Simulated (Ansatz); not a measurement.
## Molecular dynamics of C₂H₁₁NOSi

Input:

```yaml
crystal:
  periodic: [false, false, false]
  atoms:
    - { symbol: Si, position_ang: [-0.7137, 0.3334, -0.9718] }
    - { symbol: C, position_ang: [0.2918, -1.5858, -0.7756] }
    - { symbol: H, position_ang: [-1.4425, -0.212, -2.1543] }
    - { symbol: H, position_ang: [-1.8374, 0.7453, -0.1379] }
    - { symbol: O, position_ang: [0.2497, 1.4603, -1.6566] }
    - { symbol: H, position_ang: [0.694, -0.6143, 0.1486] }
    - { symbol: "N", position_ang: [0.5318, 0.5798, 0.7316] }
    - { symbol: C, position_ang: [0.0298, 0.5969, 2.0839] }
    - { symbol: H, position_ang: [0.8507, -2.1665, -0.0235] }
    - { symbol: H, position_ang: [0.8797, -1.6375, -1.6882] }
    - { symbol: H, position_ang: [-0.6073, -2.1798, -0.9169] }
    - { symbol: H, position_ang: [0.1278, 1.6579, -2.5816] }
    - { symbol: H, position_ang: [1.2835, 1.2446, 0.6098] }
    - { symbol: H, position_ang: [0.8134, 0.343, 2.8073] }
    - { symbol: H, position_ang: [-0.7694, -0.1401, 2.1692] }
    - { symbol: H, position_ang: [-0.3819, 1.5748, 2.356] }
magnetization:
  spin_polarized: true
basis:
  gaussian: { orbitals: STO-3G }
hamiltonian:
  xc: pbe0
  dispersion: d4
md:
  timestep: 0.5
  n_steps: 90
  ensemble: nve
  temperature: 1000.0
  initial_velocities: maxwell_boltzmann
  seed: 771691
```

Command:

```bash
$ ansatz run input.yaml --threads 1 --pin off --max-ram 2048MiB --backend cpu --events-out ev --progress --plain --runs-dir out
```

It starts from a rough guess of a transition structure, not a stationary point.

Output, in part (step lines, the closing report, with atoms numbered from 0):

```
md step     0: t =     0.00 fs  T =  1000.0 K  F+E_penalty+E_count = -13490.30437485 eV  E_kin = 1.809640 eV  conserved = -13488.49473486 eV  (24 SCF iters)
[... lines left out ...]
Total energy: -13491.24985975 eV, -495.7942876482 hartree
Atom 0 at    -0.649389     0.096372    -1.322060 Å, force    -2.034928     0.245996     0.602323 eV/Å
Atom 1 at    -0.221813    -1.688083    -0.769786 Å, force    -1.971645    -0.715780    -2.999997 eV/Å
Atom 2 at    -1.099670    -0.082944    -2.683655 Å, force    -0.028557    -0.072998    -0.265240 eV/Å
Atom 3 at    -1.762388     0.749362    -0.626630 Å, force    -0.750663    -1.607426     0.157034 eV/Å
Atom 4 at     0.178012     1.545970    -1.278890 Å, force     5.047433    -1.184964     0.965597 eV/Å
Atom 5 at     1.855006     1.175016     0.989543 Å, force    -1.881401    -1.294612    -0.040059 eV/Å
Atom 6 at     0.838939     0.757875     0.801344 Å, force     0.598840     0.607692     1.876227 eV/Å
Atom 7 at     0.207512     0.696732     2.193983 Å, force     1.129839    -0.208410     2.264601 eV/Å
Atom 8 at    -0.931086    -2.067065    -0.023317 Å, force     0.943127     0.559220     1.074950 eV/Å
Atom 9 at     0.830672    -1.974408    -0.672630 Å, force    -0.216596     0.135059     0.640231 eV/Å
Atom 10 at    -0.647775    -2.306110    -1.645786 Å, force     1.290985     1.076800     0.918154 eV/Å
Atom 11 at    -0.269208     2.285709    -1.658056 Å, force    -2.617965     2.283784    -2.160287 eV/Å
Atom 12 at     0.401128     1.626784     0.435322 Å, force    -0.232076     0.595202    -1.488600 eV/Å
Atom 13 at     0.648667     1.508452     2.819924 Å, force    -0.049497    -0.471370     0.012308 eV/Å
Atom 14 at     0.561776    -0.270574     2.599700 Å, force    -0.239757     0.263004     0.423747 eV/Å
Atom 15 at    -0.896016     0.770218     2.467907 Å, force     1.012862    -0.211197    -1.980991 eV/Å
Dipole moment:    -0.050805     0.197186     0.092509 e Å
```

The steps, from the saved trajectory:

| time (fs) | T (K) | potential energy less start (eV) | conserved less start (meV/atom) |
| --- | --- | --- | --- |
| 0.0 | 1000 | 0.000 | 0.00 |
| 1.5 | 1147 | -0.266 | 0.04 |
| 3.0 | 1326 | -0.597 | -0.45 |
| 4.5 | 1114 | -0.207 | -0.05 |
| 6.0 | 1159 | -0.293 | -0.33 |
| 7.5 | 1272 | -0.500 | -0.45 |
| 9.0 | 1019 | -0.032 | 0.18 |
| 10.5 | 1025 | -0.044 | 0.09 |
| 12.0 | 1276 | -0.503 | -0.18 |
| 13.5 | 1378 | -0.694 | -0.61 |
| 15.0 | 1393 | -0.706 | 0.34 |
| 16.5 | 1823 | -1.500 | -0.69 |
| 18.0 | 1776 | -1.405 | -0.01 |
| 19.5 | 1710 | -1.287 | -0.18 |
| 21.0 | 1615 | -1.114 | -0.06 |
| 22.5 | 1532 | -0.969 | -0.42 |
| 24.0 | 1469 | -0.842 | 0.39 |
| 25.5 | 1723 | -1.321 | -0.81 |
| 27.0 | 1610 | -1.101 | 0.19 |
| 28.5 | 1743 | -1.349 | -0.25 |
| 30.0 | 1813 | -1.475 | -0.16 |
| 31.5 | 1761 | -1.382 | -0.35 |
| 33.0 | 1563 | -1.014 | 0.34 |
| 34.5 | 1645 | -1.177 | -0.63 |
| 36.0 | 1406 | -0.734 | 0.03 |
| 37.5 | 1364 | -0.655 | 0.26 |
| 39.0 | 1723 | -1.316 | -0.53 |
| 40.5 | 1696 | -1.268 | -0.52 |
| 42.0 | 1332 | -0.594 | 0.40 |
| 43.5 | 1470 | -0.856 | -0.40 |
| 45.0 | 1516 | -0.945 | -0.67 |

The run went to its last step. The conserved energy stayed within 0.88 meV per atom of its start (net change -0.67 meV per atom), so the integration is sound. The system heated up, since it started high on the potential surface and ran downhill. A run of 0.045 ps of so small a system gives no equilibrium averages. The orbitals stay closed-shell, which can raise the energy where a bond breaks towards radicals; this wasn't checked here. Limits of this set-up: minimal basis.

The step under study would form Si1–N7, C2–H6 and break Si1–C2, H6–N7. These pairs go: Si1–N7 2.12 → 2.68 Å, C2–H6 1.40 → 3.95 Å, Si1–C2 2.18 → 1.92 Å, H6–N7 1.34 → 1.11 Å. In the last frame they stand as before the step (other bonds may differ from the relaxed reactants and products). It ends as CH5N + CH6OSi. Pairs count as bonded within 1.25 times the sum of covalent radii (0.12 Å more for H–H).

Last frame:

```xyz
16
Properties=species:S:1:pos:R:3
Si -0.649 0.096 -1.322
C -0.222 -1.688 -0.770
H -1.100 -0.083 -2.684
H -1.762 0.749 -0.627
O 0.178 1.546 -1.279
H 1.855 1.175 0.990
N 0.839 0.758 0.801
C 0.207 0.697 2.194
H -0.931 -2.067 -0.023
H 0.831 -1.974 -0.673
H -0.648 -2.306 -1.646
H -0.269 2.286 -1.658
H 0.401 1.627 0.435
H 0.649 1.508 2.820
H 0.562 -0.271 2.600
H -0.896 0.770 2.468
```

The run took 12 min on 1 thread of Intel(R) Xeon(R) Platinum 8175M CPU @ 2.50GHz (Skylake/Cascade Lake), on a shared host, peak memory 0.18 GiB.
